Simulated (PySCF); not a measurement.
# Bonding in `CC/C=C/[SiH2]N[SiH2]C`

C5H15NSi2.
SMILES with atom numbers: `[CH3:1][CH2:2]/[CH:3]=[CH:4]/[SiH2:5][NH:6][SiH2:7][CH3:8]` (hydrogens: H9, H10, H11 on C1; H12, H13 on C2; H14 on C3; H15 on C4; H16, H17 on Si5; H18 on N6; H19, H20 on Si7; H21, H22, H23 on C8)

Geometry (PBE0-D3(BJ)/def2-SVP, Å), atoms numbered from 1 in this order:
```
atom  x, y, z in Å
C1     3.8846    1.7604   -0.5991
C2     3.5085    0.6196    0.3421
C3     2.2894   -0.1222   -0.1068
C4     1.1481   -0.2668    0.5842
Si5   -0.3256   -1.1989   -0.0716
N6    -1.7341   -0.1807   -0.1919
Si7   -3.3297   -0.3863    0.4788
C8    -4.6416   -0.6570   -0.8360
H9     3.0739    2.5024   -0.6640
H10    4.0785    1.3911   -1.6188
H11    4.7920    2.2786   -0.2542
H12    4.3528   -0.0919    0.3973
H13    3.3538    1.0006    1.3646
H14    2.3589   -0.5708   -1.1100
H15    1.0890    0.1937    1.5811
H16    0.0899   -1.7595   -1.4001
H17   -0.7167   -2.3229    0.8325
H18   -1.5916    0.6799   -0.7165
H19   -3.2612   -1.5644    1.3950
H20   -3.7159    0.8248    1.2758
H21   -5.6344   -0.7923   -0.3777
H22   -4.7010    0.2079   -1.5157
H23   -4.4136   -1.5495   -1.4392
```

Bond orders from the PBE0/pcSseg-1 density (PySCF). The structure is a single PBE0-D3(BJ)/def2-SVP conformer in the gas phase; no vibrational or solvent corrections.

(1) Where do the orders between heavy atoms depart from those drawn in the SMILES?

(2) Give the Mayer order of every bond between heavy atoms, beside its length.

Answers

(1) The largest departure is 0.106, at C4–Si5 (drawn single, 0.894) and C3–C4 (drawn double, 1.896).

(2) 
```tsv
bond	drawn as	length (Å)	Mayer order
C1–C2	single	1.526	1.041
C2–C3	single	1.496	1.024
C3–C4	double	1.342	1.896
C4–Si5	single	1.863	0.894
Si5–N6	single	1.742	0.955
N6–Si7	single	1.743	0.951
Si7–C8	single	1.877	0.946
```

By pair of heavy elements: C–C: lowest C2–C3 (1.024, 1.496 Å), highest C3–C4 (1.896, 1.342 Å). C–Si: lowest C4–Si5 (0.894, 1.863 Å), highest Si7–C8 (0.946, 1.877 Å); in 1 of the 1 pairs the longer bond (by over 0.003 Å) has the higher order (by 0.02 or more). N–Si: all 2 within 0.02 of one another (0.951 to 0.955).

Problem. And the bonds to hydrogen?

Solution. C–H: 0.94 to 0.97 (10 bonds); H–Si: 0.92 to 0.95 (4 bonds); H–N: 0.91 (1 bond).

Problem. Sum the orders of all bonds at each heavy atom with more than one neighbour and set the sums beside the valence in the SMILES.

Solution. C1 3.940 (drawn 4), C2 3.955 (drawn 4), C3 3.867 (drawn 4), C4 3.727 (drawn 4), Si5 3.711 (drawn 4), N6 2.820 (drawn 3), Si7 3.777 (drawn 4), C8 3.813 (drawn 4). Orders between atoms that aren't bonded are not in these sums.

Mayer orders depend on the basis set.
